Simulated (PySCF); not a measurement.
PySCF job for GeH3N, SMILES [NH2][GeH] (connectivity only; charge and spin as stated), neutral, multiplicity 1, ADC(2)/aug-cc-pVDZ. Geometry optimised at B3LYP-D3(BJ)/def2-TZVP.

```python
import numpy as np
from pyscf import gto, scf, dft, adc

mol = gto.M(
    atom='''
    Ge    0.05162809   -0.41542348    0.00000000
    H    -1.55012769   -0.54297555    0.00000000
    N    -0.01118474    1.41267810    0.00000000
    H    -0.84966521    1.97270822    0.00000000
    H     0.82598706    1.97507195    0.00000000
    ''',
    basis='aug-cc-pVDZ',
    charge=0,
    spin=0,
    max_memory=1600,
    verbose=4,
)
mf = scf.RHF(mol)
mf.conv_tol = 1e-10
mf.max_cycle = 100
mf.kernel()
res = {}
for kind, nroots in (('ee', 6), ('ip', 6), ('ea', 2)):
    a = adc.ADC(mf).density_fit('aug-cc-pvdz-ri')
    a.method, a.method_type = 'adc(2)', kind
    e, v, p, x = a.kernel(nroots=nroots)
    res[kind] = (e * 27.211386245988, p)
for kind, (e, p) in res.items():
    print(kind, 'energies / eV', np.round(e, 3), 'strengths', np.round(p, 4))
```

Output:

```
PySCF version 2.14.0

[INPUT] verbose = 4
[INPUT] num. atoms = 5
[INPUT] num. electrons = 42
[INPUT] charge = 0
[INPUT] spin (= nelec alpha-beta = 2S) = 0
[INPUT] symmetry False subgroup None
[INPUT] Mole.unit = angstrom
[INPUT] Symbol           X                Y                Z      unit          X                Y                Z       unit  Magmom
[INPUT]  1 Ge     0.051628090000  -0.415423480000   0.000000000000 AA    0.097562950434  -0.785036602914   0.000000000000 Bohr   0.0
[INPUT]  2 H     -1.550127690000  -0.542975550000   0.000000000000 AA   -2.929316792205  -1.026075081835   0.000000000000 Bohr   0.0
[INPUT]  3 N     -0.011184740000   1.412678100000   0.000000000000 AA   -0.021136095374   2.669574711171   0.000000000000 Bohr   0.0
[INPUT]  4 H     -0.849665210000   1.972708220000   0.000000000000 AA   -1.605634544471   3.727878259478   0.000000000000 Bohr   0.0
[INPUT]  5 H      0.825987060000   1.975071950000   0.000000000000 AA    1.560889325835   3.732345061811   0.000000000000 Bohr   0.0

nuclear repulsion = 98.2206479550718
number of shells = 32
number of NR pGTOs = 154
number of NR cGTOs = 86
basis = aug-cc-pVDZ
ecp = {}


[settings echo left out]
init E= -2130.74880209176
  HOMO = -0.219673894194548  LUMO = -0.0305800374910166  gap/eV = 5.14551
cycle= 1 E= -2131.51132006989  delta_E= -0.763  |g|= 0.22  |ddm|= 2.06
  HOMO = -0.335451462622545  LUMO = 0.0245450748987626  gap/eV = 9.79600
cycle= 2 E= -2131.52735362007  delta_E= -0.016  |g|= 0.0823  |ddm|= 0.372
  HOMO = -0.332346366317266  LUMO = 0.0271801724204885  gap/eV = 9.78322
cycle= 3 E= -2131.52933212083  delta_E= -0.00198  |g|= 0.04  |ddm|= 0.106
  HOMO = -0.331722387659097  LUMO = 0.0291828443867352  gap/eV = 9.82073
cycle= 4 E= -2131.52983446583  delta_E= -0.000502  |g|= 0.00547  |ddm|= 0.0659
  HOMO = -0.332252158122986  LUMO = 0.029011332783512  gap/eV = 9.83048
cycle= 5 E= -2131.52985745496  delta_E= -2.3e-05  |g|= 0.00153  |ddm|= 0.0174
  HOMO = -0.332191557829545  LUMO = 0.0290345409209465  gap/eV = 9.82946
cycle= 6 E= -2131.52986032237  delta_E= -2.87e-06  |g|= 0.000556  |ddm|= 0.00599
  HOMO = -0.332228215170957  LUMO = 0.029004545975253  gap/eV = 9.82964
cycle= 7 E= -2131.5298607125  delta_E= -3.9e-07  |g|= 0.000171  |ddm|= 0.00211
  HOMO = -0.332208424357219  LUMO = 0.0290086599238908  gap/eV = 9.82922
cycle= 8 E= -2131.52986074366  delta_E= -3.12e-08  |g|= 5.08e-05  |ddm|= 0.000552
  HOMO = -0.332213349437738  LUMO = 0.0290039487731133  gap/eV = 9.82922
cycle= 9 E= -2131.52986074634  delta_E= -2.68e-09  |g|= 8.79e-06  |ddm|= 0.000194
  HOMO = -0.332212575893865  LUMO = 0.0290044406334267  gap/eV = 9.82922
cycle= 10 E= -2131.52986074642  delta_E= -7.87e-11  |g|= 1.88e-06  |ddm|= 3.29e-05
  HOMO = -0.332212658184861  LUMO = 0.0290044453000333  gap/eV = 9.82922
Extra cycle  E= -2131.52986074643  delta_E= -9.55e-12  |g|= 7.94e-07  |ddm|= 4.75e-06
converged SCF energy = -2131.52986074643

******** <class 'pyscf.adc.radc.RADC'> ********
******** ADC Orbital Information ********
Number of Frozen Occupied Orbitals: 0
Number of Frozen Virtual Orbitals: 0
Number of Active Occupied Orbitals: 21
Number of Active Virtual Orbitals: 65
*****************************************
******** <class 'pyscf.df.df.DF'> ********
auxbasis = aug-cc-pvdz-ri
Reference correlation energy (doubles): -0.31140177
MP2 correlation energy of reference state (a.u.) = -0.31140177

******** <class 'pyscf.adc.radc_ee.RADCEE'> ********
max_space = 12
max_cycle = 50
conv_tol = 1e-08

*************************************************************
        ADC calculation summary (singlet states only)
*************************************************************
adc(2) root 0  |  Energy (Eh) =   0.1380127169  |  Energy (eV) =   3.75551732  |  Osc. strength = 0.03051353  |  conv = True
adc(2) root 1  |  Energy (Eh) =   0.1906317598  |  Energy (eV) =   5.18735440  |  Osc. strength = 0.10727790  |  conv = True
adc(2) root 2  |  Energy (Eh) =   0.2106205174  |  Energy (eV) =   5.73127620  |  Osc. strength = 0.16148049  |  conv = True
adc(2) root 3  |  Energy (Eh) =   0.2250161000  |  Energy (eV) =   6.12299996  |  Osc. strength = 0.05932590  |  conv = True
adc(2) root 4  |  Energy (Eh) =   0.2311278493  |  Energy (eV) =   6.28930913  |  Osc. strength = 0.16202332  |  conv = True
adc(2) root 5  |  Energy (Eh) =   0.2527843552  |  Energy (eV) =   6.87861267  |  Osc. strength = 0.03907804  |  conv = True

******** <class 'pyscf.adc.radc.RADC'> ********
******** ADC Orbital Information ********
Number of Frozen Occupied Orbitals: 0
Number of Frozen Virtual Orbitals: 0
Number of Active Occupied Orbitals: 21
Number of Active Virtual Orbitals: 65
*****************************************
******** <class 'pyscf.df.df.DF'> ********
auxbasis = aug-cc-pvdz-ri
Reference correlation energy (doubles): -0.31140177
MP2 correlation energy of reference state (a.u.) = -0.31140177

******** <class 'pyscf.adc.radc_ip.RADCIP'> ********
max_space = 12
max_cycle = 50
conv_tol = 1e-08

*************************************************************
        ADC calculation summary (doublet states only)
*************************************************************
adc(2) root 0  |  Energy (Eh) =   0.3219776008  |  Energy (eV) =   8.76145679  |  Spec. factor = 1.86076005  |  conv = True
adc(2) root 1  |  Energy (Eh) =   0.3447554603  |  Energy (eV) =   9.38127391  |  Spec. factor = 1.72153051  |  conv = True
adc(2) root 2  |  Energy (Eh) =   0.4374777140  |  Energy (eV) =  11.90437495  |  Spec. factor = 1.78219547  |  conv = True
adc(2) root 3  |  Energy (Eh) =   0.5726808406  |  Energy (eV) =  15.58343942  |  Spec. factor = 1.69474584  |  conv = True
adc(2) root 4  |  Energy (Eh) =   0.6097174239  |  Energy (eV) =  16.59125619  |  Spec. factor = 1.68560291  |  conv = True
adc(2) root 5  |  Energy (Eh) =   0.6934551317  |  Energy (eV) =  18.86987528  |  Spec. factor = 0.00304518  |  conv = True

******** <class 'pyscf.adc.radc.RADC'> ********
******** ADC Orbital Information ********
Number of Frozen Occupied Orbitals: 0
Number of Frozen Virtual Orbitals: 0
Number of Active Occupied Orbitals: 21
Number of Active Virtual Orbitals: 65
*****************************************
******** <class 'pyscf.df.df.DF'> ********
auxbasis = aug-cc-pvdz-ri
Reference correlation energy (doubles): -0.31140177
MP2 correlation energy of reference state (a.u.) = -0.31140177

******** <class 'pyscf.adc.radc_ea.RADCEA'> ********
max_space = 12
max_cycle = 50
conv_tol = 1e-08

*************************************************************
        ADC calculation summary (doublet states only)
*************************************************************
adc(2) root 0  |  Energy (Eh) =   0.0040243990  |  Energy (eV) =   0.10950947  |  Spec. factor = 1.90077821  |  conv = True
adc(2) root 1  |  Energy (Eh) =   0.0247916348  |  Energy (eV) =   0.67461474  |  Spec. factor = 1.96435388  |  conv = True
ee energies / eV [3.756 5.187 5.731 6.123 6.289 6.879] strengths [0.0305 0.1073 0.1615 0.0593 0.162  0.0391]
ip energies / eV [ 8.761  9.381 11.904 15.583 16.591 18.87 ] strengths [1.8608 1.7215 1.7822 1.6947 1.6856 0.003 ]
ea energies / eV [0.11  0.675] strengths [1.9008 1.9644]
```

The run converged.

Cost: very roughly 110 core-seconds.
